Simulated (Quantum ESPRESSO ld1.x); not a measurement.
All-electron atom: Sn2+ in [Kr] 4d10 5s2.

Calculated with ld1.x of Quantum ESPRESSO 7.5: scalar-relativistic Kohn-Sham, LDA (Slater exchange, VWN5 correlation), spin-polarised, spherical densities, point nucleus.

Energy parts (hartree):
| part | energy |
|---|---|
| total | -6171.1029 |
| kinetic | 6441.5598 |
| electron-nucleus | -14897.4404 |
| Hartree | 2443.7156 |
| exchange-correlation | -158.9378 |

Orbitals (lengths in bohr, moments of r in powers of bohr):
| orbital | occ. | eigenvalue (hartree) | <r> |
|---|---|---|---|
| 1s | 2 | -1065.6551 | 0.02908 |
| 2s | 2 | -161.4600 | 0.1256 |
| 2p | 6 | -145.0980 | 0.1096 |
| 3s | 2 | -31.6610 | 0.3399 |
| 3p | 6 | -26.3137 | 0.3381 |
| 3d | 10 | -18.0562 | 0.3148 |
| 4s | 2 | -5.5586 | 0.8182 |
| 4p | 6 | -3.9378 | 0.8854 |
| 4d | 10 | -1.5949 | 1.093 |
| 5s | 2 | -0.9750 | 2.204 |

The highest occupied level is 5s at -26.532 eV. The density falls to 0.001 e/bohr^3 at r = 3.67 bohr.
